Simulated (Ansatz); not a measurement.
A structure relaxed at PBE0-D4/def2-TZVP, charge 0, multiplicity 1:

Cartesian coordinates in Å:
```
C -0.658 1.717 -1.681
O 0.056 0.975 -0.714
Si 0.340 -0.646 -0.903
N 0.958 -1.241 0.576
Si 0.216 -1.035 2.126
O -0.824 0.228 2.027
H -0.843 2.715 -1.281
H -1.622 1.251 -1.915
H -0.083 1.817 -2.607
H -0.958 -1.269 -1.273
H 1.345 -0.885 -1.972
H 1.935 -1.495 0.575
H -0.606 -2.194 2.552
H 1.318 -0.838 3.108
H -0.576 0.900 1.382
```

Task: Give its formula and SMILES.

Result: CH9NO2Si2, `CO[SiH2]N[SiH2]O`.

Task: Point group (tolerance 0.08 Å, 0.16 Å for H)?

Result: C1.

Task: Summarise the bond lengths by kind.

Result: 1 × C–O 1.412 Å; 3 × C–H 1.091 to 1.096 Å; 2 × O–Si 1.640 to 1.656 Å; 2 × N–Si 1.709 to 1.731 Å; 4 × H–Si 1.483 to 1.489 Å; 1 × H–N 1.009 Å; 1 × H–O 0.964 Å.

Program: Ansatz 0.2.0.
